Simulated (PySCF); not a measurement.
Write Cartesian coordinates for `[SiH3][O][GaH][O][SiH3]` as optimised with PBE0-D3(BJ)/def2-SVP.

```xyz
12
GaH7O2Si2 angstrom
Si    -2.0251    0.2543   -0.3957
O     -1.5925   -0.0461    1.1743
Ga    -0.1973   -0.3747    2.2208
O      1.3836   -0.3569    1.4163
Si     2.1490   -0.0454   -0.0177
H     -1.8077   -0.9543   -1.2500
H     -1.2291    1.3862   -0.9670
H     -3.4721    0.6190   -0.4342
H     -0.3492   -0.6589    3.7269
H      3.3513   -0.9225   -0.1320
H      1.2461   -0.3131   -1.1824
H      2.5827    1.3841   -0.0760
```

Orientation and origin are arbitrary. Atoms count from 1 in this order. Si1 (oxygen-bound silicon) is tetrahedral (angles from 108.4° to 111.1°). O2 (oxygen bonded to Ga and Si) is bent (angle 142.9°). Of the pairs four or more bonds apart, Si1···Si5 is among the closest relative to their van der Waals radii: 4.20 Å, 100 % of the sum of Bondi's values. Ga3 (gallium bonded to 2 O and H) is planar (angles 122.2°, 122.2° and 115.6°, sum 360.0°, 0.00 Å off the plane of its three neighbours).

Bonds between heavy atoms (Å): Si1–O2 1.656, O2–Ga3 1.775, Ga3–O4 1.774, O4–Si5 1.655.

Level of theory: PBE0-D3(BJ)/def2-SVP geometry optimisation, gas phase (PySCF 2.14.0).

Stationary, but not proved a minimum. The numbers are those of one conformer (Si1–O2–Ga3–O4 3°, O2–Ga3–O4–Si5 6°).

The run took 79 s on one thread of an Arm Neoverse V2, no GPU (shared host), and the process peaked at 0.55 GiB of memory. This is the geometry optimisation.
